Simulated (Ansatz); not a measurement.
`OC(CF)C(F)F` → 3 C• + 3 F• + 5 H• + O•  (atomization)

Gas-phase electronic energies from Ansatz, PBE0-D4/def2-TZVP geometries. CCSD(T)/CBS is the MP2 limit (def2-TZVPP, def2-QZVPP) plus CCSD(T) − MP2 in def2-TZVPP, frozen cores. This one scheme is used for every species, atoms too. Functionals use def2-TZVPP. B3LYP here is the variant with VWN-RPA as its local correlation; programs differ in this. HSE06 is defined as in plane-wave codes. No spin–orbit coupling; open shells (•) take unrestricted orbitals. Spin–orbit coupling would lower the free atoms: a little for C, F, O. One conformer a species, not always the lowest.

`OC(CF)C(F)F`:

```xyz
12

O     1.261   -1.050   -0.031
C     0.445    0.088   -0.128
C    -0.308    0.348    1.156
F     0.631    0.576    2.153
C    -0.490   -0.144   -1.298
F    -1.430   -1.070   -0.995
F    -1.138    1.012   -1.589
H     1.785   -0.967    0.772
H     1.038    0.981   -0.374
H    -0.900   -0.522    1.445
H    -0.946    1.231    1.074
H     0.051   -0.483   -2.186
```

| level | ΔE (eV) | difference from CCSD(T)/CBS |
| --- | --- | --- |
| PBE-D4 | 51.04 | 1.68 |
| r2SCAN-D4 | 49.52 | 0.16 |
| B3LYP-D4 | 49.11 | -0.25 |
| r2SCANh-D4 | 49.03 | -0.33 |
| BHLYP-D4 | 47.03 | -2.33 |
| ωB97X-V | 49.48 | 0.12 |
| PBE | 50.82 | 1.46 |
| r2SCAN | 49.47 | 0.11 |
| r2SCANh | 48.98 | -0.38 |
| HSE06 | 49.44 | 0.08 |
| HF/def2-SVP | 35.23 | -14.13 |
| HF/def2-TZVPP | 34.59 | -14.77 |
| MP2/def2-TZVPP | 49.53 | 0.17 |
| HF/def2-QZVPP | 34.64 | -14.72 |
| SCS-MP2/def2-QZVPP | 49.58 | 0.22 |
| CCSD/CBS(def2) | 48.49 | -0.87 |
| CCSD(T)/CBS | 49.36 | 0 |

(1) What do rigid-rotor, harmonic-oscillator terms from PBE0-D4/def2-TZVP frequencies (298.15 K, 1 bar) make of the CCSD(T)/CBS value? (An estimate is asked.)

Largest T1 diagnostic among the species: 0.011.

Answers

(1) Computed: ΔZPE = -2.37 eV, ΔH = +47.54 eV, ΔS = 1336 J/(mol·K), ΔG = +43.41 eV. Open shells count their whole term as degenerate.

Leaving LDA and LC-ωPBE aside and taking each functional with its dispersion term where it has one, the values spread over 4.00 eV, from BHLYP-D4 to PBE-D4. LDA lies +7.67 eV from PBE without D4, its usual overbinding. From PBE to PBE0 (25 % exact exchange), in def2-TZVPP and without D4, ΔE moves by −1.45 eV: exact exchange takes away binding that semilocal exchange gives to molecules. At CCSD(T), def2-SVP lies −2.40 eV from the extrapolated value and def2-TZVPP −1.32 eV: correlation converges slowly with the basis, and small sets miss more of it in the bonded molecule than in its fragments.

For atomizations the MP2-based limit and the directly extrapolated one differ by several kJ/mol either way, and by 10 to 25 for some Ge, Se and Sn compounds, so smaller differences from it don't rank the levels.
